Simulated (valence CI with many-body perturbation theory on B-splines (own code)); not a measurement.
## Energy levels of Ba42+

Computed by valence CI with perturbative core correlation (CI+MBPT): four valence electrons over a frozen Dirac-Fock core [Ne], a basis of 11 s, 11 p, 10 d, 8 f, 5 g, 2 h functions for each j, with the one-electron correlation potential Σ1 (screened to all orders), the two-electron term Σ2, the three-electron term Σ3, Breit, model QED; selected single and double excitations, second order for the rest, scaled by the run's own slope (own B-spline code, finite nucleus).

The last digits are not significant, and no measured levels were compared; by estimate large intervals hold to a few tenths of a per cent, small ones and those within an open d or f shell to about a per cent. Among the levels kept, up to 550 cm⁻¹ of a level comes from second order outside the variational space, and about a tenth of that is noise between levels of different J, which matters for small intervals.

Levels 91 to 135 of 171, with energies above the lowest level, (3s^2 3p1/2^2) J=0. "Leading %" is the weight of the configuration and term that name the level; weights of strongly mixed levels are sums over their largest components and can fall short. In the jj column 3d3/2^4 stands for four electrons in 3d with j = 3/2. Lifetimes count E1, E2, E3, M1 and M2 decay at the calculated energies, and are blank where another channel may lead or the interval is too uncertain; long ones can be off by a factor of two.

```
No.  Configuration  Term  J  E (Ry)  Leading %    Second component      g  Lifetime                   Leading jj
 91      3s 3p2 3d    3D  1  43.220         57   11 % 3s 3p2 3d 3P  0.825   1.11 ps      3s 3p3/2^2 3d3/2 (81 %)
 92      3s 3p2 3d    3F  2  43.488         24   19 % 3s 3p2 3d 3D  1.090    972 fs      3s 3p3/2^2 3d3/2 (75 %)
 93      3s 3p 3d2   5G°  2  43.517         68  21 % 3s 3p 3d2 3F°  0.481   7.06 ps      3s 3p1/2 3d3/2^2 (84 %)
 94      3s 3p2 3d    3D  3  43.630         78    7 % 3s 3p2 3d 1F  1.282   1.89 ps      3s 3p3/2^2 3d5/2 (86 %)
 95      3s 3p2 3d    3F  4  43.806         56   24 % 3s 3p2 3d 1G  1.148   1.88 ps      3s 3p3/2^2 3d5/2 (86 %)
 96         3p3 3d   3F°  4  44.068         41     27 % 3p3 3d 5D°  1.252   5.30 ps   3p1/2^2 3p3/2 3d5/2 (89 %)
 97      3s 3p 3d2   5G°  3  44.191         50  18 % 3s 3p 3d2 3F°  0.987   7.93 ps      3s 3p1/2 3d3/2^2 (74 %)
 98        3s2 3d2    1S  0  44.199         58   14 % 3s 3p2 3d 1S          1.79 ps          3s^2 3d5/2^2 (66 %)
 99      3s 3p2 3d    1D  2  44.276         59   22 % 3s 3p2 3d 3D  1.039   2.91 ps      3s 3p3/2^2 3d5/2 (82 %)
100         3p3 3d   3D°  2  44.314         34     20 % 3p3 3d 3P°  1.273   4.59 ps   3p1/2^2 3p3/2 3d5/2 (79 %)
101      3s 3p2 3d    1D  2  44.591         26   25 % 3s 3p2 3d 3P  1.220   1.54 ps      3s 3p3/2^2 3d5/2 (69 %)
102      3s 3p2 3d    3D  3  44.634         41   34 % 3s 3p2 3d 1F  1.181   1.51 ps      3s 3p3/2^2 3d5/2 (79 %)
103         3p3 3d   3D°  3  44.920         16     14 % 3p3 3d 3G°  1.104   4.86 ps   3p1/2^2 3p3/2 3d5/2 (61 %)
104      3s 3p2 3d    3P  1  45.159         42   36 % 3s 3p2 3d 1P  1.160   1.30 ps      3s 3p3/2^2 3d5/2 (85 %)
105      3s 3p 3d2   5D°  0  45.444         72  20 % 3s 3p 3d2 3P°          2.32 ps      3s 3p1/2 3d3/2^2 (74 %)
106      3s 3p 3d2   5D°  1  45.581         16     11 % 3p3 3d 3D°  1.200   5.11 ps   3p1/2^2 3p3/2 3d5/2 (54 %)
107      3s 3p 3d2   5F°  1  45.674         54  28 % 3s 3p 3d2 3D°  0.353   1.80 ps      3s 3p1/2 3d3/2^2 (71 %)
108      3s 3p 3d2   5G°  3  45.677         21  18 % 3s 3p 3d2 3D°  1.170   6.15 ps  3s 3p1/2 3d3/2 3d5/2 (73 %)
109      3s 3p 3d2   5F°  2  45.708         32  21 % 3s 3p 3d2 5D°  1.113   3.45 ps  3s 3p1/2 3d3/2 3d5/2 (66 %)
110      3s 3p 3d2   5G°  4  45.713         58  14 % 3s 3p 3d2 5F°  1.156   10.4 ps  3s 3p1/2 3d3/2 3d5/2 (88 %)
111      3s 3p2 3d    1D  2  45.931         49   20 % 3s 3p2 3d 3P  1.088   1.16 ps      3s 3p3/2^2 3d5/2 (83 %)
112      3s 3p 3d2   5D°  1  45.955         43  10 % 3s 3p 3d2 3P°  1.481   2.53 ps      3s 3p1/2 3d3/2^2 (76 %)
113      3s 3p 3d2   5D°  2  46.250         27  13 % 3s 3p 3d2 5P°  1.324   1.75 ps      3s 3p1/2 3d3/2^2 (50 %)
114      3s 3p 3d2   5P°  1  46.290         44  16 % 3s 3p 3d2 3S°  1.861   3.80 ps  3s 3p1/2 3d3/2 3d5/2 (66 %)
115      3s 3p 3d2   3G°  5  46.698         36  23 % 3s 3p 3d2 5G°  1.194   8.77 ps  3s 3p1/2 3d3/2 3d5/2 (81 %)
116      3s 3p 3d2   3G°  3  46.807         37   9 % 3s 3p 3d2 3F°  1.042   5.12 ps  3s 3p1/2 3d3/2 3d5/2 (79 %)
117      3s 3p 3d2   3H°  4  46.843         36  21 % 3s 3p 3d2 3G°  1.011   7.17 ps  3s 3p1/2 3d3/2 3d5/2 (81 %)
118      3s 3p 3d2   5D°  2  46.894         14  14 % 3s 3p 3d2 3F°  1.089   5.03 ps  3s 3p1/2 3d3/2 3d5/2 (68 %)
119      3s 3p 3d2   1S°  0  47.025         28     28 % 3p3 3d 5D°          4.90 ps  3s 3p1/2 3d3/2 3d5/2 (51 %)
120      3s 3p 3d2   3D°  1  47.077         35     20 % 3p3 3d 5D°  0.930   3.62 ps  3s 3p1/2 3d3/2 3d5/2 (44 %)
121      3s 3p 3d2   5D°  3  47.550         34  20 % 3s 3p 3d2 5F°  1.341   2.01 ps  3s 3p1/2 3d3/2 3d5/2 (81 %)
122      3s 3p 3d2   5D°  4  47.578         50  16 % 3s 3p 3d2 5F°  1.333   3.20 ps      3s 3p1/2 3d5/2^2 (53 %)
123      3s 3p 3d2   5D°  2  47.933         26  17 % 3s 3p 3d2 5S°  1.483   1.74 ps  3s 3p1/2 3d3/2 3d5/2 (84 %)
124            3p4    3P  0  48.167         45         30 % 3p4 1S           820 fs               3p3/2^4 (75 %)
125      3s 3p 3d2   3F°  4  48.230         32  18 % 3s 3p 3d2 3G°  1.172   3.87 ps      3s 3p1/2 3d5/2^2 (41 %)
126      3s 3p 3d2   3P°  2  48.313         19  15 % 3s 3p 3d2 5P°  1.314   1.84 ps  3s 3p1/2 3d3/2 3d5/2 (55 %)
127      3s 3p 3d2   3G°  3  48.327         24     16 % 3p3 3d 5D°  1.101   2.32 ps  3s 3p1/2 3d3/2 3d5/2 (66 %)
128      3s 3p 3d2   5G°  5  48.559         28  23 % 3s 3p 3d2 3H°  1.180   8.47 ps      3s 3p1/2 3d5/2^2 (73 %)
129      3s 3p 3d2   3D°  1  48.560         24  10 % 3s 3p 3d2 3P°  1.097   1.73 ps  3s 3p1/2 3d3/2 3d5/2 (63 %)
130      3s 3p 3d2   1D°  2  48.651         22  13 % 3s 3p 3d2 3D°  1.136   4.10 ps      3s 3p1/2 3d5/2^2 (70 %)
131         3p3 3d   3F°  2  48.836         41     14 % 3p3 3d 3D°  0.911   2.46 ps   3p1/2 3p3/2^2 3d3/2 (69 %)
132         3p3 3d   5D°  3  49.040         20  17 % 3s 3p 3d2 3F°  1.134   3.53 ps      3s 3p1/2 3d5/2^2 (41 %)
133      3s 3p 3d2   3H°  4  49.047         27     12 % 3p3 3d 5D°  1.088   4.55 ps      3s 3p1/2 3d5/2^2 (51 %)
134         3p3 3d   3D°  3  49.106         21  11 % 3s 3p 3d2 5D°  1.163   3.93 ps      3s 3p1/2 3d5/2^2 (47 %)
135         3p3 3d   3F°  3  49.457         18  16 % 3s 3p 3d2 3F°  1.125   2.54 ps   3p1/2 3p3/2^2 3d3/2 (41 %)
```

Where two levels of one J and parity lie close, their mixing, g and order are uncertain.
